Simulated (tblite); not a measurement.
Isomers of C6H10FP. Level: GFN2-xTB in tblite, geometry and Hessian alike; calculated harmonic values, unscaled, isolated species. Against measured fundamentals such values can be off by several per cent, at times by over 20. Modes of hydrogen on phosphorus can be 10 to 20 % off. One conformer each.

Electronic energies: GFN2-xTB at the same geometries; isomer energies are rough at this level and their order can be wrong.

```csv
SMILES,"electronic energy, lowest = 0 (kJ/mol)"
C=CP1C[C@@H](F)[C@@H]1C,98.6
C=[P@@]1(C)CC=C(F)C1,176.8
C/C=C/P1CC(F)C1,85.2
CCC1=C(F)CPC1,8.8
CCP1C=C(F)CC1,27.3
CC1=C(F)P(C)CC1,12.4
C=C/P=C(\F)C(C)C,148.4
CC1=C(F)CP(C)C1,0.0
```

Problem. How do GFN2-xTB zero-point energies change the relative energies?

Solution. 
| SMILES | ZPE (kJ/mol) | of it from modes above 1550 cm⁻¹ | electronic (kJ/mol) | with ZPE, lowest = 0 (kJ/mol) | lowest mode (cm⁻¹) | rings |
| --- | --- | --- | --- | --- | --- | --- |
| CC1=C(F)CP(C)C1 | 376.2 | 189.1 | 0.0 | 0.0 | 84 | 1 |
| CCC1=C(F)CPC1 | 376.6 | 184.4 | 8.8 | 9.2 | 44 | 1 |
| CC1=C(F)P(C)CC1 | 377.9 | 189.3 | 12.4 | 14.2 | 89 | 1 |
| CCP1C=C(F)CC1 | 379.9 | 189.2 | 27.3 | 31.1 | 62 | 1 |
| C/C=C/P1CC(F)C1 | 376.6 | 189.6 | 85.2 | 85.6 | 53 | 1 |
| C=CP1C[C@@H](F)[C@@H]1C | 376.8 | 190.2 | 98.6 | 99.3 | 57 | 1 |
| C=C/P=C(\F)C(C)C | 375.9 | 191.5 | 148.4 | 148.2 | 43 | 0 |
| C=[P@@]1(C)CC=C(F)C1 | 365.0 | 188.9 | 176.8 | 165.6 | 36 | 1 |

The zero-point energies span 14.9 kJ/mol, from `C=[P@@]1(C)CC=C(F)C1` to `CCP1C=C(F)CC1`. The order is unchanged.

Problem. What do entropy and thermal enthalpy add at 298.15 K and 1 bar (rigid rotor, harmonic oscillator, one conformer each)?

Solution. 
| SMILES | point group | symmetry number | S (J/(mol K)) | H − H(0) (kJ/mol) | ZPE + H − H(0) − TS (kJ/mol) |
| --- | --- | --- | --- | --- | --- |
| CC1=C(F)CP(C)C1 | C1 | 1 | 390.3 | 27.04 | 286.8 |
| CCC1=C(F)CPC1 | C1 | 1 | 389.6 | 25.91 | 286.4 |
| CC1=C(F)P(C)CC1 | C1 | 1 | 394.6 | 27.48 | 287.8 |
| CCP1C=C(F)CC1 | C1 | 1 | 391.1 | 26.35 | 289.7 |
| C/C=C/P1CC(F)C1 | C1 | 1 | 398.9 | 27.05 | 284.7 |
| C=CP1C[C@@H](F)[C@@H]1C | C1 | 1 | 393.7 | 26.86 | 286.3 |
| C=C/P=C(\F)C(C)C | Cs | 1 | 420.0 | 29.81 | 280.5 |
| C=[P@@]1(C)CC=C(F)C1 | C1 | 1 | 396.7 | 27.62 | 274.4 |
